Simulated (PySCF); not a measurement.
C3H7NSi, SMILES C#C[SiH2]CN.

Coordinates come from a B3LYP-D3(BJ)/def2-SVP optimisation. The structure was generated by enumeration, and PubChem lists no compound with its InChIKey, so it may never have been made. Other conformers were not sampled.

Computed with PBE/def2-TZVP run with PySCF.

Gas-phase values at a fixed geometry.

Computed frontier levels, gap, dipole moment and polarisability:
- highest occupied level: -5.49 eV
- lowest empty level: -1.07 eV
- orbital gap: 4.42 eV
- dipole moment: 0.351 e·Å
- quadrupole, principal values (traceless, Buckingham form, about the centre of nuclear charge): -8.90, 0.99, 7.91 D·Å
- mean static polarisability: 70.3 bohr³ (10.42 Å³)
- polarisability, principal values: 55.6, 67.2, 88.1 bohr³
